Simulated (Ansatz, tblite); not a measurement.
Cost and result up the ladder for the cluster Na3Sb (4 atoms). Charge 0, multiplicity 1. Geometry: r2SCAN-D4/def2-TZVP.

Cartesian coordinates in Å:
```
Na -2.295 0.185 -0.473
Na 1.389 -0.758 -1.738
Na 0.591 -0.626 2.187
Sb 0.315 1.199 0.024
```

Ansatz on 4 threads of Arm Neoverse V2 on a shared host; xTB runs through tblite on one thread. Times are rough, summed over both states, and most runs start from the orbitals of an earlier one. B2PLYP/def2-TZVP serves as the yardstick here, not as an exact answer. The other state is a triplet at its own geometry.

In the def2 sets Sb takes a core potential; there is no spin–orbit coupling. The xTB rows come from tblite. Correlated methods freeze 7 core orbitals; core or outer-core shells of Na, Sb are correlated, in sets that lack core-valence functions. The structure comes from a short search, and lower isomers may exist.

Run but left out: HF/STO-3G (singlet: restricted singlet, unstable in another Hartree–Fock run and untested here); HF/def2-TZVP (singlet: restricted singlet, unstable towards broken spin symmetry).

Correlated methods converge slowly with the basis.

xTB has no spin-polarisation term.

```tsv
level	functions	wall time	triplet − singlet (eV)	difference from B2PLYP/def2-TZVP (eV)	remarks
GFN1-xTB	21	0.004 s	3.11	2.16	–
GFN2-xTB	21	0.029 s	1.60	0.64	–
PBE-D4/def2-TZVP	146	3.6 s	0.89	-0.07	–
revPBE-D4/def2-TZVP	146	3.9 s	0.83	-0.13	–
MP2/def2-TZVP	146	4.2 s	1.12	0.16	restricted SCF unstable (singlet)
PBE0-D4/def2-TZVP	146	5.3 s	0.84	-0.12	–
BHLYP-D4/def2-TZVP	146	6.6 s	0.76	-0.19	–
CAM-B3LYP-D4/def2-TZVP	146	6.9 s	0.83	-0.12	–
B2PLYP/def2-TZVP	146	7.4 s	0.95	0.00	–
RPA@PBE/def2-TZVP	146	8.3 s	0.83	-0.13	–
r2SCAN-D4/def2-TZVP (with forces)	146	10 s	0.79	-0.16	–
ωB97X-V/def2-TZVP	146	36 s	0.98	0.02	–
```
